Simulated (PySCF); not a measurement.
## Induced dipoles and field energies

Species: CH11NOSi3.
Geometry (PBE0-D3(BJ)/def2-SVP, Å), atoms numbered from 1 in this order:
```xyz
17
CH11NOSi3 angstrom
C      2.0557   -0.8224    0.0031
Si     1.1939    0.1679    1.3650
Si    -0.6939    1.2430    0.4839
N     -0.1791    2.1139   -0.9118
O     -1.8574    0.0679    0.1904
Si    -2.0688   -1.3665   -0.6042
H      2.9388   -1.3449    0.4017
H      1.3811   -1.5784   -0.4277
H      2.3955   -0.1606   -0.8088
H      0.7790   -0.7540    2.4709
H      2.1482    1.1702    1.9388
H     -1.3551    2.2248    1.3876
H     -0.7843    2.7984   -1.3524
H      0.4459    1.6937   -1.5899
H     -1.3527   -2.4720    0.1056
H     -1.5274   -1.2849   -1.9982
H     -3.5236   -1.6828   -0.6639
```

Level: B3LYP/def2-SVPD (PySCF); nuclei fixed, core orbitals frozen in the response. Permanent dipole (0.672, 0.054, -1.636) D (1 au = 2.5417 D). Static polarisability (au):

```
x   112.09  -0.92   5.16
y    -0.92 106.86   1.25
z     5.16   1.25 101.28
```

Only the terms in μ and α are kept: μ(F) = μ + αF and ΔE = −μ·F − ½ F·αF.

**Question.** What do fields of 0.154 V/Å (0.003 au) along the six axis directions do?

**Answer.** 
```tsv
field along	induced x (D)	induced y (D)	induced z (D)	total size (D)	−μ·F (kJ/mol)	−½F·αF (kJ/mol)
+x	0.855	-0.007	0.039	2.210	-2.082	-1.324
−x	-0.855	0.007	-0.039	1.686	+2.082	-1.324
+y	-0.007	0.815	0.010	1.960	-0.167	-1.263
−y	0.007	-0.815	-0.010	1.936	+0.167	-1.263
+z	0.039	0.010	0.772	1.121	+5.070	-1.197
−z	-0.039	-0.010	-0.772	2.490	-5.070	-1.197
```

**Question.** For the field (-0.0018, -0.0015, 0.0006) au, what is the induced dipole, and what angle does it make with the field?

**Answer.** αF = (-0.501, -0.401, 0.126) D, at 3.4° to the field. The polarisability along this direction, F·αF/F², is 106.27 au, against a mean of 106.74 au.

**Question.** At what field along the permanent dipole would the induced dipole along it equal the permanent one, in this linear picture?

**Answer.** The polarisability along the dipole is 99.13 au, so F = 0.6962 au / 99.13 au = 0.0070 au = 0.36 V/Å; higher-order terms are ignored.

**Question.** What field makes μF equal to kT at 298 K?

**Answer.** kT = 0.9437 × 10⁻³ Eh, so F = 0.00136 au = 6.97 MV/cm.

**Question.** Induction energy −ᾱe²/2R⁴ of a unit charge at 7 Å, the molecule taken as a point?

**Answer.** R = 13.23 bohr, so the energy is −106.7/(2 × 13.23⁴) Eh = -4.58 kJ/mol. The charge–dipole term at its most favourable orientation, −μe/R², is -10.4 kJ/mol.

The structure is a single PBE0-D3(BJ)/def2-SVP conformer in the gas phase; no vibrational or solvent corrections.

These values come from a run that also computed excited states and ΔSCF ions. On one thread, Arm Neoverse V1, on a shared host, this took 2.7 min.
